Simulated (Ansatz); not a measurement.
Input for Ansatz (a first-principles code): R-r2SCAN/def2-TZVPPD on CH5NSi (a complex), monomers drawn apart or pushed together. Files ending in .json are basis or fitting sets from the Basis Set Exchange.

Ansatz 0.2 input:
```yaml
crystal:
  periodic: [false, false, false]
  atoms:
    - {symbol: Si, position_ang: [0.14733437, 0.13955350, 0.02510142]}
    - {symbol: H, position_ang: [-0.52057854, 1.42005955, 0.34303696]}
    - {symbol: H, position_ang: [-0.59881188, -0.96454508, 0.67923649]}
    - {symbol: H, position_ang: [1.53250771, 0.15005967, 0.54314780]}
    - {symbol: H, position_ang: [0.15037037, -0.08617688, -1.43614751]}
    - {symbol: C, position_ang: [-0.42864584, -0.43056390, 3.66515839]}
    - {symbol: N, position_ang: [-0.12722719, 0.16882642, 4.59456745]}
    - {symbol: H, position_ang: [-0.70557626, -0.98196610, 2.79420269]}
basis:
  gaussian:
    orbitals: def2-TZVPPD.json
hamiltonian:
  xc: {name: r2SCAN}
scf: {lower_state_search: off}
```

**Question.** Give the final energy of this run.

**Answer.** -385.2590 hartree.
